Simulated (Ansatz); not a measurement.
Geometry optimisation, RKS PBE/def2-SVP in Ansatz 0.2.0.

Input file:

```yaml
crystal:
  periodic: [false, false, false]
  atoms:
    - { symbol: Si, position_ang: [-1.216033, 0.263012, 0.153831] }
    - { symbol: O, position_ang: [0.914703, -1.926897, -0.133061] }
    - { symbol: H, position_ang: [-2.338067, 1.276886, 0.110367] }
    - { symbol: H, position_ang: [-1.855909, -1.086625, 0.333762] }
    - { symbol: Si, position_ang: [0.10363, 0.810625, 2.026546] }
    - { symbol: H, position_ang: [0.733026, -2.141124, -1.065949] }
    - { symbol: Si, position_ang: [-0.052832, 0.366919, -1.780368] }
    - { symbol: H, position_ang: [1.836682, -1.608169, -0.15932] }
    - { symbol: H, position_ang: [0.389922, 2.290931, 2.025277] }
    - { symbol: H, position_ang: [-0.618894, 0.472986, 3.304858] }
    - { symbol: H, position_ang: [1.421617, 0.083072, 2.014963] }
    - { symbol: H, position_ang: [-0.158413, -0.913341, -2.578575] }
    - { symbol: H, position_ang: [-0.57243, 1.459973, -2.682398] }
    - { symbol: H, position_ang: [1.412997, 0.651754, -1.569932] }
basis:
  gaussian: { orbitals: def2-SVP }
hamiltonian:
  xc: pbe
relax:
  f_tol: 0.03
  max_steps: 50
```

Launched with:

```bash
$ ansatz run input.yaml --threads 2 --pin off --max-ram 3072MiB --backend cpu --events-out ev --progress --plain --runs-dir out
```

**Question.** Where does it end, and by what steps?

**Answer.** It converged. After 5 steps the energy has fallen by 0.075 eV; H6 moved furthest, 0.36 Å.

```json
{"step": "0", "energy less start (eV)": "0.0000", "largest force component (eV/Å)": "1.050", "accepted": "yes"}
{"step": "1", "energy less start (eV)": "-0.0515", "largest force component (eV/Å)": "0.995", "accepted": "yes"}
{"step": "2", "energy less start (eV)": "-0.0665", "largest force component (eV/Å)": "0.528", "accepted": "yes"}
{"step": "3", "energy less start (eV)": "-0.0459", "largest force component (eV/Å)": "0.907", "accepted": "no"}
{"step": "4", "energy less start (eV)": "-0.0719", "largest force component (eV/Å)": "0.086", "accepted": "yes"}
{"step": "5", "energy less start (eV)": "-0.0750", "largest force component (eV/Å)": "0.014", "accepted": "yes"}
```

```xyz
14
Properties=species:S:1:pos:R:3
Si -1.234 0.254 0.172
O 0.924 -1.877 -0.063
H -2.377 1.243 0.140
H -1.846 -1.114 0.316
Si 0.103 0.805 2.030
H 0.715 -2.427 -0.842
Si -0.037 0.422 -1.852
H 1.828 -1.561 -0.251
H 0.379 2.287 2.024
H -0.600 0.468 3.319
H 1.423 0.084 2.005
H -0.165 -0.828 -2.685
H -0.545 1.565 -2.696
H 1.431 0.678 -1.618
```

The run took 11 s on 2 threads of AMD EPYC 9B14 (Zen 4) (shared host), peak memory 0.18 GiB.
